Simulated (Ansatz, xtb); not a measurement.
# BH10NSi3: which of two isomers lies lower

We compare X, `[SiH3]NB[SiH2][SiH3]`, a singlet, with Y, `BN[SiH2][SiH2][SiH3]`, a singlet. Both are isolated molecules in the gas phase, relaxed with r2SCAN-D4/def2-SVP; each stands in its lowest conformer found.

Quicker runs give these differences E(Y) − E(X): GFN2-xTB −8.0 kJ/mol; HF/STO-3G −28.4 kJ/mol (at GFN2-xTB geometries); r2SCAN-D4/def2-SVP//GFN2-xTB −16.3 kJ/mol.

Question: Estimate E(Y) − E(X) at the level CCSD(T)/def2-SVP + ΔMP2/def2-TZVPP.

Answer: Calculated at CCSD(T)/def2-SVP + ΔMP2/def2-TZVPP: E(Y) − E(X) = −15.0 kJ/mol, so structure Y lies lower.

How the difference moves with the method:

```
                             level            geometry  E(Y) − E(X) (kJ/mol)  departure from the last row (kJ/mol)  job, with rough time for the two
                          GFN2-xTB            GFN2-xTB                    −8.0                                  +7.1              optimisation, 0.67 s
                         HF/STO-3G            GFN2-xTB                   −28.4                                 −13.4              single point, 0.32 s
      r2SCAN-D4/def2-SVP//GFN2-xTB            GFN2-xTB                   −16.3                                  −1.3               single point, 3.5 s
                r2SCAN-D4/def2-SVP  r2SCAN-D4/def2-SVP                   −16.2                                  −1.1                optimisation, 76 s
                       HF/def2-SVP  r2SCAN-D4/def2-SVP                   −10.8                                  +4.3           part of the CCSD(T) run
                      MP2/def2-SVP  r2SCAN-D4/def2-SVP                   −12.2                                  +2.8           part of the CCSD(T) run
                  CCSD(T)/def2-SVP  r2SCAN-D4/def2-SVP                   −11.5                                  +3.5                      single point
CCSD(T)/def2-SVP + ΔMP2/def2-TZVPP  r2SCAN-D4/def2-SVP                   −15.0                                                      single point, 34 s
```

As drawn, Y has 1 Si–Si, 1 B–H in place of 1 B–Si, 1 Si–H.

None of the levels shown reverses the order. The largest departure from CCSD(T)/def2-SVP + ΔMP2/def2-TZVPP is that of HF/STO-3G, 13.4 kJ/mol. The last row adds to CCSD(T) the change of the MP2 difference between the two basis sets, here −3.5 kJ/mol.

With thermal terms from frequencies at re-optimised GFN2-xTB minima (ideal gas, soft modes damped towards free rotors, one conformer each, 298.15 K, 1 atm): on the last row, ΔE + ΔZPE = −12.7, ΔH = −12.9, ΔG = −12.0 kJ/mol.

The correlated steps freeze 17 core orbitals. Programs: Ansatz 0.2.0, xtb 6.7.1; the last row on 4 threads of Arm Neoverse V1 on a shared host.
